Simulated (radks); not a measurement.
The mean radii <r> (bohr) of the occupied orbitals of an atom or ion are listed with their occupations. Method: Dirac Kohn-Sham, PBE, spin-unpolarised, spherical densities, point nucleus; computed with a radial shooting solver on a logarithmic mesh with Libxc functionals.

| orbital | occ. | <r> |
|---|---|---|
| 1s1/2 | 2 | 0.01604 |
| 2s1/2 | 2 | 0.06689 |
| 2p1/2 | 2 | 0.05487 |
| 2p3/2 | 4 | 0.06380 |
| 3s1/2 | 2 | 0.1739 |
| 3p1/2 | 2 | 0.1644 |
| 3p3/2 | 4 | 0.1807 |
| 3d3/2 | 4 | 0.1570 |
| 3d5/2 | 6 | 0.1619 |
| 4s1/2 | 2 | 0.3840 |
| 4p1/2 | 2 | 0.3853 |
| 4p3/2 | 4 | 0.4198 |
| 4d3/2 | 4 | 0.4245 |
| 4d5/2 | 6 | 0.4356 |
| 5s1/2 | 2 | 0.8542 |
| 4f5/2 | 6 | 0.4508 |
| 4f7/2 | 8 | 0.4571 |
| 5p1/2 | 2 | 0.9125 |
| 5p3/2 | 4 | 1.003 |
| 5d3/2 | 4 | 1.252 |
| 5d5/2 | 6 | 1.294 |
| 6s1/2 | 1 | 2.096 |

Name the element and its charge. Open shells, if any, fill j = l - 1/2 first.

Answer. Z = 82, lead, charge +3: Pb3+ in [Xe] 4f14 5d10 6s1. The 1s radius gives Z: for a bare nucleus <r> = (2 gamma + 1)/(2Z) with gamma = sqrt(1 - (Z/c)^2), 0.01587 bohr for Z = 82, and screening makes it slightly larger (0.01604 here). The occupations add up to 79, and the charge is Z minus that.
